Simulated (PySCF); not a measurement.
**Worked example: chemical shift, span and skew from a shielding tensor**

C₃H₄N₂, SMILES [nH]1ccnc1. Atoms are numbered in the order given.

```xyz
9

C      0.2372    -1.1476     0.0000
C     -1.0133    -0.5647     0.0000
N     -0.7716     0.7906     0.0000
C      0.5840     0.9626     0.0000
N      1.2181    -0.1892     0.0000
H      0.4770    -2.2113     0.0000
H     -2.0213    -0.9740     0.0000
H     -1.4735     1.5220     0.0000
H      1.0449     1.9515     0.0000
```
Charge 0, spin multiplicity 1.

Geometry: r2SCAN-D4/def2-SVP.

GIAO shieldings from PBE0/pcSseg-1 in PySCF, non-relativistic, no solvent. The symmetric part of the tensor of C2 has the principal values -18.0, 67.3, 146.5 ppm. The same nucleus in TMS has σ = 186.3 ppm at this level (PySCF, at its B3LYP-D3(BJ)/def2-TZVP geometry).

### Question
Work out the isotropic shielding, the ¹³C shift against TMS, the span and the skew.

### Answer

σ(iso) = (σ11 + σ22 + σ33)/3 = 65.3 ppm. δ = σ(ref) − σ(iso) = 186.3 − (65.3) = 121.0 ppm.
Span Ω = σ33 − σ11 = 164.5 ppm. Skew κ = 3(σ(iso) − σ22)/Ω = -0.04. Tumbling in solution averages the tensor to δ; in a static solid the shielding alone would spread this spin-1/2 line over Ω.
